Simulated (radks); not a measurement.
All-electron atom: the holmium ion Ho+ in [Xe] 4f11 6s1.

Calculated with a radial shooting solver on a logarithmic mesh with Libxc functionals: scalar-relativistic Kohn-Sham, LDA (Slater exchange, Perdew-Wang correlation), spin-polarised, spherical densities, point nucleus; open shells are filled with parallel spins first (spin-orbit coupling, left out, can overturn this in heavy ions); hard spherical wall at 20 bohr.

Energy parts (eV):
part                      energy
total                 -343083.83
kinetic                370992.10
electron-nucleus      -840613.03
Hartree                133668.88
exchange-correlation    -7131.78

Orbitals (lengths in bohr, moments of r in powers of bohr; r(90%) holds 90 % of the orbital's charge):
orbital  occ.  eigenvalue (eV)  r(90%)
1s up       1        -55456.83  0.0376
1s down     1        -55456.82  0.0376
2s up       1        -9282.453   0.136
2s down     1        -9282.391   0.136
2p up       3        -8227.362   0.127
2p down     3        -8227.315   0.127
3s up       1        -2078.146   0.337
3s down     1        -2076.887   0.337
3p up       3        -1755.762   0.343
3p down     3        -1754.511   0.343
3d up       5        -1345.840   0.324
3d down     5        -1344.862   0.323
4s up       1        -416.1614   0.746
4s down     1        -413.5680   0.746
4p up       3        -310.0073   0.801
4p down     3        -307.4527   0.802
4d up       5        -166.6257   0.898
4d down     5        -164.1296   0.899
5s up       1         -57.7238    1.84
5s down     1         -56.4450    1.85
5p up       3         -33.0516    2.24
5p down     3         -32.0466    2.25
4f up       7         -10.8641    1.47
6s up       1          -9.5554    5.21
4f down     4          -8.6904    1.53
6s down     0          -8.6738    5.36
5d up       0          -7.3411    4.44
5d down     0          -6.5516    4.51
6p up       0          -5.8455    6.68
6p down     0          -5.1464    7.09
7s up       0          -2.8460    11.5
7s down     0          -2.6776    11.9

The highest occupied level is 4f down at -8.690 eV. The density falls to 0.001 e/bohr^3 at r = 4.38 bohr. Spin moment in Bohr magnetons: 4.
